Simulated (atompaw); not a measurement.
**What one change does to a pseudopotential (indium, PAW (atompaw))**

In, PAW, made with atompaw 4.2.0.5 (LDA (PW92), scalar-relativistic). Core [Kr] 4d10, reference 5s1 5p2. Waves: 5s (bound): rc 2.60 bohr; 5s channel at 0.6 Ry: rc 2.60 bohr; 5p (bound): rc 2.60 bohr; 5p channel at 0.35 Ry: rc 2.50 bohr; 5d channel at 0.3 Ry: rc 2.60 bohr; 5d channel at 0.9 Ry: rc 2.60 bohr. Local part: bessel scheme, radius 2.30 bohr. Core correction: smooth core density matched at 2.45 bohr. Augmentation charge: sinc compensation charge, radius 2.20 bohr; PAW radius 2.60 bohr; waves and projectors: custom rrkj gramschmidtortho.

All-electron outer shells of the reference configuration (LDA (PW92), scalar-relativistic, ld1.x):

| shell | level (eV) | outermost node (bohr) | outermost maximum (bohr) |
| --- | --- | --- | --- |
| 4p | -79.71 | 0.42 | 0.82 |
| 4d | -20.32 | 0.40 | 0.94 |
| 5s | -9.48 | 1.02 | 2.11 |
| 5p | -3.39 | 1.14 | 2.74 |

Change: local potential bessel scheme, radius 1.46 bohr.

Cutoffs: the cutoffs (Ry, on a coarse ladder) from which the occupation-weighted sum of valence levels, in a spherical-Bessel basis at the reference potential, stays within 10 and 1 mRy of its value at 400 Ry; they do not see the model core or the augmentation charge, which bear on the density cutoff.

**Question.** What does the change do?

**Answer.** Both files are so soft that the ladder of cutoffs tells neither apart; both files keep a bound ghost (d); the range in which the s phases agree narrows (upper end 3.3 → 1.6).

```tsv
quantity	base	changed
cutoff, loose	6 Ry	6 Ry
cutoff, tight	6 Ry	6 Ry
bound ghosts	d	d
s: phases at 2.61 bohr within 0.05 rad from the reference energy up to (Ry; the scan ends near 5)	3.3	1.6
p: phases at 2.61 bohr within 0.05 rad from the reference energy up to (Ry; the scan ends near 5)	4.3	3.4
d: phases at 2.61 bohr within 0.05 rad from the reference energy up to (Ry; the scan ends near 5)	4.3	to the end of the scan
lowest overlap eigenvalue by channel	s 0.38, p 0.84, d 0.86	s 0.31, p 0.82, d 0.85
```

 A true bound ghost makes a file unfit for plane-wave use even where its test errors are small: the radial tests pick states by their node count and pass the ghost by. The cutoffs see the waves, projectors and local potential, not the compensation charge or the core.
